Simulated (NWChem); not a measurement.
System: InPH4; SMILES [PH2][InH2]

Program: NWChem. def2 effective core potentials on In; no spin-orbit coupling. Each level has its own optimisation; frequencies are unscaled.

For level PBE0/def2-SVP:

```
Quantity                           Result
---------------------------------  ------
highest harmonic frequency (cm⁻¹)    2421
```

Task: What are these values for level LDA (Slater exchange, VWN5)/def2-SVP?

Result: highest harmonic frequency (cm⁻¹): 2340
